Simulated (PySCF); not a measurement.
Calculation: TPSSh-D3(BJ)/def2-TZVP // BP86-D3(BJ)/def2-SVP (PySCF 2.14.0). All species are isolated molecules in the gas phase. One relaxed conformer stands for a flexible species; it need not be the lowest. 

Reference species: [Ta(=O)(OH)3] (neutral, multiplicity 1).

```yaml
HOMO: -8.34 eV
mean_distance_from_the_central_atom_to_its_bonded_neighbours: 1.881 Å
coordination_number: 4
LUMO: -0.69 eV
```

Changed species: [V(=O)(OH)3] (M = V, oxo; the reference has M = Ta, oxo).

Predict the effect on the HOMO, mean distance from the central atom to its bonded neighbours, coordination number and LUMO.

the HOMO goes up by 0.11 eV, to -8.23 eV; the mean distance from the central atom to its bonded neighbours falls by 0.155 Å, to 1.726 Å; the coordination number stays essentially unchanged; the LUMO decreases by 2.25 eV, to -2.94 eV.
